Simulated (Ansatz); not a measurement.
The cluster Ru₃, relaxed as a singlet with RKS r2SCAN-D4/def2-TZVP in Ansatz, starting from packed atoms. Force threshold 0.02 eV/Å.

In the def2 sets Ru takes a core potential; there is no spin–orbit coupling. The restricted singlet is unstable towards broken spin symmetry in Hartree–Fock (as tested in another run); at r2SCAN-D4/def2-TZVP this wasn't settled. Another isomer (triplet) lies 2.30 eV lower at PBE0-D4/def2-TZVP; other spin states weren't run for this one.

Start:

```csv
atom,x (Å),y (Å),z (Å)
Ru1,-0.1428,-0.7056,1.7278
Ru2,1.4797,-0.1280,-0.7143
Ru3,-1.3369,0.8335,-1.0135
```

| step | energy (eV) | largest force component (eV/Å) | SCF passes |
| --- | --- | --- | --- |
| 1 | -7739.9594 | 4.408 | 264 |
| 2 | -7742.7056 | 5.015 | 62 |
| 3 | -7745.2372 | 3.494 | 57 |
| 4 (rejected) | -7745.0031 | 6.484 | 65 |
| 5 | -7745.8529 | 0.599 | 57 |
| 6 | -7745.8664 | 0.204 | 52 |
| 7 | -7745.8839 | 0.265 | 59 |
| 8 | -7745.9478 | 0.479 | 120 |
| 9 | -7745.9566 | 1.673 | 56 |
| 10 | -7746.0097 | 0.110 | 26 |
| 11 | -7746.0123 | 0.069 | 26 |
| 12 | -7746.0140 | 0.018 | 38 |

Force components are those of the run's own axes.

End:

Cartesian coordinates in Å:
```
Ru 0.0986 -0.6525 1.4404
Ru 0.8725 -0.0752 -0.4218
Ru -0.9711 0.7277 -1.0187
```

By distances, no bond broke or formed. The bond that changes most is Ru2–Ru3, from 2.99 to 2.10 Å (atoms count from 1).

No frequencies were taken in this run, so the end may be a saddle point.

It took 33 s on 4 threads of Arm Neoverse V2 on a shared host.
